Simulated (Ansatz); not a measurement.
C3H8Si, SMILES `C1C[SiH2]C1` (charge 0, multiplicity 1).

Z-matrix (Å, degrees):
```
C
H 1 1.0935
H 1 1.0936 2 107.26
C 1 1.5533 2 109.58 3 125.17
H 4 1.0889 1 116.39 2 -32.27
H 4 1.0931 5 108.69 1 126.06
C 1 1.5533 2 109.58 3 -125.17
H 7 1.0889 1 116.39 2 32.27
H 7 1.0931 8 108.69 1 -126.06
Si 7 1.8842 8 122.00 9 -131.17
H 10 1.4900 7 113.04 8 -27.80
H 10 1.4908 11 108.16 4 136.38
```
Charge 0, multiplicity 1.

Frozen-core energies in 6-31g from Ansatz (a quantum-chemistry and plane-wave program) at a geometry from PBE0-D3(BJ)/def2-TZVP; the HF reference has <S^2> = 0.00 and the T1 diagnostic is 0.008.

```tsv
level	energy (Ha)	difference from CCSDT(Q) (mHa)
HF	-407.05358	386.48
MP2	-407.38077	59.30
CCSD	-407.42955	10.52
CCSD(T)	-407.43874	1.33
CCSDT	-407.43951	0.55
CCSDT(Q)	-407.44007	0.00
```
